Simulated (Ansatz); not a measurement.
CH5GaO2, singlet, at a GFN2-xTB geometry (such geometries of metal compounds can be far from the true shape); HF/cc-pVTZ (Ansatz, a program for electronic structure).

The Ansatz input:
Ansatz 0.2 input:
```yaml
crystal:
  periodic: [false, false, false]
  atoms:
    - {symbol: Ga, position_ang: [-0.30329070, -0.01715906, 0.55820436]}
    - {symbol: H, position_ang: [-1.47969803, -0.71533359, 1.18522136]}
    - {symbol: O, position_ang: [0.80745804, 1.14515708, 1.19138243]}
    - {symbol: H, position_ang: [0.92445802, 1.58415926, 2.02900840]}
    - {symbol: O, position_ang: [-0.19906220, -0.59786358, -1.06215318]}
    - {symbol: C, position_ang: [0.50599026, -0.52758318, -2.28578691]}
    - {symbol: H, position_ang: [0.89117433, -1.52071984, -2.53152066]}
    - {symbol: H, position_ang: [-0.17961621, -0.20257299, -3.07279670]}
    - {symbol: H, position_ang: [1.34258538, 0.17354925, -2.23336011]}
basis:
  gaussian:
    orbitals: cc-pVTZ
hamiltonian:
  xc: hf
```

**Question.** What does Ansatz print? Leave out banner, timings and long lists.

**Answer.** 
```
Functional definition: HF
1414 factors; their error is unknown
mean field evaluation 1: about -57516.3838 eV, gradient 5.1e1 eV
mean field evaluation 2: about -57519.1745 eV, gradient 3.6e1 eV
mean field evaluation 4: about -57521.2329 eV, gradient 7.7e-1 eV
mean field evaluation 8: about -57522.0863 eV, gradient 6.0e-1 eV
mean field -57522.08665116 eV, -2113.8976945595 hartree, gradient 5.0e-5 eV, S^2 0.000000; 0 other end points of the search recorded, 0 dependent functions left out
reference -57522.08665116 eV, -2113.8976945595 hartree; 29, 29 occupied and 174, 174 virtual orbitals, 1414 factors
Total energy: -57522.08665116 eV, -2113.8976945595 hartree
```
